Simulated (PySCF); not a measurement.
C2H5ClOSi2, SMILES C(#C[SiH2]Cl)[SiH2]O. Atoms are numbered in the order given.

```xyz
11

O     -3.3469    -0.0692     1.4797
Si    -2.7957    -0.6938     0.0399
C     -0.9542    -0.6080    -0.0540
C      0.2673    -0.5276    -0.1080
Si     2.0913    -0.4208    -0.1891
Cl     2.6541     1.5483    -0.5382
H     -3.0820     0.8305     1.7056
H     -3.3243     0.0454    -1.1402
H     -3.2198    -2.1121     0.0117
H      2.6753    -0.8537     1.1039
H      2.5882    -1.2604    -1.3065
```

Geometry: B3LYP-D3(BJ)/def2-SVP. The structure was generated by enumeration, and PubChem lists no compound with its InChIKey, so it may never have been made. The values are those of a single conformer.

Two levels are set side by side: PBE/pcSseg-1 (PySCF) and PBE0/pcSseg-1 (PySCF). GIAO shifts against H2O (¹⁷O), HCl (³⁵Cl), TMS (²⁹Si), TMS (¹H), TMS (¹³C) at the same level; non-relativistic, no solvent, atoms listed together averaged. Without spin–orbit terms, shifts of atoms bonded to Cl or Br come out too high at both levels. Differences are taken from unrounded values.

```csv
quantity,PBE0
δ(¹⁷O) of O1 (ppm),21.7
δ(²⁹Si) of Si2 (ppm),-46.7
δ(¹³C) of C3 (ppm),124.6
δ(¹³C) of C4 (ppm),115.3
δ(²⁹Si) of Si5 (ppm),-41.1
δ(³⁵Cl) of Cl6 (ppm),-32.1
δ(¹H) of H7 (ppm),1.34
"δ(¹H) of H10, H11 (ppm)",5.42
```

**Question.** What does PBE give, and how far is it from PBE0? (An estimate is asked for; the answer gives what the named calculation found.)

**Answer.** 
```csv
quantity,PBE,PBE minus PBE0
δ(¹⁷O) of O1 (ppm),28.6,6.9
δ(²⁹Si) of Si2 (ppm),-49.0,-2.3
δ(¹³C) of C3 (ppm),122.4,-2.2
δ(¹³C) of C4 (ppm),113.3,-2.0
δ(²⁹Si) of Si5 (ppm),-43.4,-2.4
δ(³⁵Cl) of Cl6 (ppm),-20.2,11.9
δ(¹H) of H7 (ppm),1.10,-0.23
"δ(¹H) of H10, H11 (ppm)",5.61,0.19
```

Rough cost on one machine, each run with all the roots and properties that it gave: PBE0 against PBE within a factor of 2.
